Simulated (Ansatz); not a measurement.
CH2FNOSi can be A, `O[Si]1(F)C=N1`, or B, `O=C1N[SiH]1F`.

Isolated molecules relaxed with PBE0-D4/def2-TZVP in Ansatz; ΔE leaves out vibrations. CCSD(T)/CBS is the MP2 limit (def2-TZVPP, def2-QZVPP) plus CCSD(T) − MP2 in def2-TZVPP, frozen cores. Functionals use def2-TZVPP. One conformer a species, not always the lowest.

A:

Z-matrix (Å, degrees):
```
Si
F 1 1.575
C 1 1.744 2 123.4
O 1 1.617 2 104.7 3 162.7
N 1 1.733 2 120.1 3 -52.3
H 3 1.093 1 166.2 2 79.5
H 4 0.959 1 117.3 2 175.8
```

B:

Z-matrix (Å, degrees):
```
Si
F 1 1.587
C 1 1.849 2 124.2
N 1 1.714 2 117.8 3 -53.0
H 1 1.477 2 105.8 3 170.0
O 3 1.192 1 162.5 2 81.7
H 4 1.014 1 157.8 2 -68.9
```

Problem. Which isomer does CCSD(T)/CBS put lower? Give the gap. (An estimate is asked.)

Solution. The calculation gave: A, by 66.4 kJ/mol.

Problem. Give E(B) − E(A) in kJ/mol with CCSD/def2-TZVPP, r2SCAN-D4, LDA (SPW92), PBE0-D4, HF/def2-TZVPP, B2PLYP, MP2/def2-TZVPP. (Best estimate.)

Solution. Computed: CCSD/def2-TZVPP 68.1, r2SCAN-D4 36.5, LDA (SPW92) 10.3, PBE0-D4 35.4, HF/def2-TZVPP 77.9, B2PLYP 48.2, MP2/def2-TZVPP 60.6. None reverses the order clearly.

Problem. Does the order hold for the free energy at 298.15 K (harmonic terms from PBE0-D4)? (Estimate.)

Solution. Ansatz gave: Yes: G(B) − G(A) = +62.3 kJ/mol, for one conformer each.

Largest T1 diagnostic: 0.016.

Leaving LDA and LC-ωPBE aside and taking each functional with its dispersion term where it has one, the values, not all of them listed here, spread over 41.4 kJ/mol, from PBE-D4 to BHLYP-D4. LDA lies −6.1 kJ/mol from PBE without D4. From PBE to PBE0 (25 % exact exchange), in def2-TZVPP and without D4, E(B) − E(A) moves by +18.4 kJ/mol.
